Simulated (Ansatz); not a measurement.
CH$_{8}$OSi$_{2}$, SMILES `C[SiH2][SiH2]O` at its PBE0-D4/def2-TZVP geometry, where that method's forces vanish. Charge 0, multiplicity 1.

```
atom   x (Å)   y (Å)   z (Å)
  C1   0.006   1.898  -0.171
 Si2  -0.960   0.290  -0.113
 Si3   0.445  -1.586  -0.244
  O4   1.513  -1.652   1.023
  H5   0.544   1.990  -1.118
  H6   0.739   1.936   0.637
  H7  -0.659   2.759  -0.071
  H8  -1.946   0.232  -1.232
  H9  -1.736   0.211   1.161
 H10  -0.382  -2.828  -0.313
 H11   1.296  -1.527  -1.461
 H12   1.140  -1.724   1.902
```

(1) For each bond, give half the difference of the two atoms' forces along it (eV/Å; positive pushes the atoms apart) under PBE-D4, r2SCAN-D4, B3LYP-D4, ωB97M-V in def2-TZVPP. (An estimate is asked.)

Results:

(1) Computed: 
```tsv
bond	length (Å)	PBE-D4	r2SCAN-D4	B3LYP-D4	ωB97M-V
C1–Si2	1.877	0.02	0.02	0.12	0.07
C1–H5	1.092	0.11	-0.01	-0.04	-0.04
C1–H6	1.092	0.11	-0.01	-0.04	-0.04
C1–H7	1.092	0.11	-0.01	-0.04	-0.05
Si2–Si3	2.347	-0.16	-0.01	0.05	0.00
Si2–H8	1.492	0.08	-0.02	-0.09	-0.11
Si2–H9	1.494	0.09	-0.01	-0.10	-0.11
Si3–O4	1.658	0.34	0.06	0.16	0.17
Si3–H10	1.494	0.03	-0.03	-0.10	-0.14
Si3–H11	1.486	0.08	-0.01	-0.11	-0.15
O4–H12	0.958	0.34	0.02	-0.02	-0.06
```

B3LYP here is the variant with VWN-RPA as its local correlation; programs differ in this.
